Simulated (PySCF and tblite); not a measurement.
The numbers below are computed, except where a source is named.
Molecule: C6H13N, numbered as in [CH3:1][C@H:2]1[CH2:3][CH2:4][N:5]([CH3:6])[CH2:7]1; H named by carrier, a and b as here (phase angle P 0°, Å):

```
C1       2.396    0.124   -0.270
C2       1.116   -0.529    0.236
C3       0.490    0.250    1.409
C4      -0.993    0.310    1.063
N5      -0.980    0.422   -0.382
C6      -2.269    0.267   -1.003
C7       0.006   -0.546   -0.832
H1a      3.133    0.182    0.528
H1b      2.821   -0.453   -1.089
H1c      2.187    1.130   -0.625
H2       1.344   -1.554    0.543
H3a      0.898    1.260    1.438
H3b      0.673   -0.226    2.371
H4a     -1.508   -0.610    1.399
H4b     -1.501    1.170    1.502
H6a     -2.940    1.041   -0.632
H6b     -2.723   -0.719   -0.801
H6c     -2.162    0.384   -2.081
H7a      0.375   -0.258   -1.819
H7b     -0.434   -1.556   -0.911
```

The ring 2–3–4–5–7 is held at Altona–Sundaralingam phase angles P (ν_j = ν_max cos(P + 144°(j − 2)), ν_j about the bond from ring atom j to j + 1, counted from 0) and the rest relaxed at GFN2-xTB. Energies: BP86/pcSseg-1 + D3(BJ). Couplings: B3LYP/6-31G* with H pcJ-1, gas phase, for ¹H. Programs: tblite and PySCF.

One held structure gave ³J(H3b,H4b) = 8.6, ³J(H2,H3a) = 0.2, ³J(H3a,H4a) = 1.6, ³J(H2,H7a) = 0.2, ³J(H3b,H4a) = 13.2, ³J(H2,H3b) = 7.7, ³J(H3a,H4b) = 9.6, ³J(H2,H7b) = 5.3 Hz.

(1) At which phase angle P was it held?
A. 144°
B. 0°
C. 288°
D. 216°
E. 72°

## Answers

(1) E. It lies 1.18 kcal/mol above the lowest point.
